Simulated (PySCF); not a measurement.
## NMR problem set

PySCF 2.14.0 with density-fitted response routines calculation with GFN2-xTB geometry and shieldings: GIAO PBE0/pcSseg-1; in vacuum, averaged over atoms made equivalent by symmetry, fast rotation or ring inversion, non-relativistic, a single conformation.

Scale: 1H and 13C vs TMS (reference shieldings calculated alike). Splittings of carbon signals by F and P are missing where no couplings were computed. Where no couplings were computed, multiplicities follow the n + 1 count of equivalent neighbours, and m marks all less simple cases (inequivalent or close neighbours, rings, F or P nearby). Shifts are as computed. Against solution values, carbons near 30 ppm lie about +3 ppm off and those near 130 ppm about +5 ppm. Of 1211 compounds with measured shifts, 218 miss one by over three times the rms of a fit or turn the order of signals round; such compounds aren't used in these exercises.

**Question.** C₇H₆F₃OP. 1H NMR (600 MHz, computed): δ 7.21 (m, 2H), 6.59 (m, 2H), 3.01 (m, 1H), 2.91 (m, 1H). 13C{1H} NMR (computed): δ 172.8 (C), 153.9 (CH), 135.8 (C), 132.5 (CH), 34.7 (CH2). Identify the compound.

**Answer.** `InChI=1S/C7H6F3OP/c8-6(9)7(10)12(11)4-2-1-3-5-12/h2-5H,1H2`. 5 carbon signals for 7 carbons: some carbons are equivalent by symmetry or fast rotation. Carbon types of the structure: 2 × C, 4 × CH, 1 × CH2, which accounts for all hydrogens. δC 172.8, 135.8: fully substituted alkene carbon. δC 153.9, 132.5: alkene CH; the olefinic region. δC 34.7: allylic sp3 CH2; aliphatic region, no heteroatom directly attached. δH 7.21, 6.59: hydrogen on an alkene CH; attached to an sp2 carbon and in the plane of the double bond.

The data come from this structure; uniqueness wasn't tested.

**Question.** C₅H₁₂F₃P. 1H NMR (400 MHz, computed): δ 1.63 (m, 6H), 0.72 (m, 3H), 0.67 (m, 3H). 13C{1H} NMR (computed): δ 137.8 (C), 36.1 (CH3), 33.5 (CH3), 23.8 (CH3). Identify the compound.

**Answer.** `InChI=1S/C5H12F3P/c1-9(2,3,4)5(6,7)8/h1-4H3`. 4 carbon signals for 5 carbons: some carbons are equivalent by symmetry or fast rotation. Carbon types of the structure: 1 × C, 4 × CH3, which accounts for all hydrogens. δC 137.8: CF3 carbon; 3 electronegative neighbours deshield it. δC 36.1, 33.5, 23.8: methyl carbon bonded to P. δH 1.63, 0.72, 0.67: hydrogen on a methyl carbon bonded to P.

The shifts were computed for this structure.
